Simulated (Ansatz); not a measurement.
Molecule: C5H7Si, net charge 0, doublet state. It need not be the lowest isomer of its formula. SMILES: [SiH3]C1=[C]CC=C1
Geometry from a B3LYP-D3(BJ)/def2-TZVP (Ansatz, a quantum-chemistry and plane-wave program) optimisation:
```
C
C 1 1.3323
C 2 1.4905 1 114.71
H 3 1.0945 2 112.27 1 119.75
H 3 1.0945 4 106.91 2 -123.55
C 1 1.4933 2 104.62 3 0.00
C 6 1.3425 1 110.76 2 0.00
H 7 1.0802 6 126.80 1 -180.00
H 6 1.0820 7 125.85 8 0.00
Si 1 1.8582 2 128.11 3 -180.00
H 10 1.4787 1 109.66 2 0.00
H 10 1.4832 11 109.57 1 -121.04
H 10 1.4832 11 109.57 12 -117.93
```
Charge 0, spin multiplicity 2.

Atomisation energy built up term by term with Ansatz (kcal/mol; UHF references for open shells; valence terms freeze the core; atomic spin-orbit terms are left out). CBS marks a two-point X^-3 extrapolation of the correlation energy; Hartree-Fock from the larger set.

The UHF reference is spin-contaminated (<S^2> 0.49 over the pure value in the largest basis). 

```csv
term,basis,kcal/mol
Hartree-Fock,cc-pV(Q+d)Z,…
CCSD correlation,"CBS(cc-pV(T+d)Z,cc-pV(Q+d)Z)",…
(T),"CBS(cc-pV(T+d)Z,cc-pV(Q+d)Z)",23.05
core correlation,cc-pwCVTZ,5.28
scalar relativity (X2C),cc-pVTZ-DK against cc-pVTZ,-1.49
sum: De,,…
```

Problem. What belongs in the gaps?

Solution. 
- Hartree-Fock, kcal/mol: 953.20
- CCSD correlation, kcal/mol: 290.60
- sum: De, kcal/mol: 1270.6
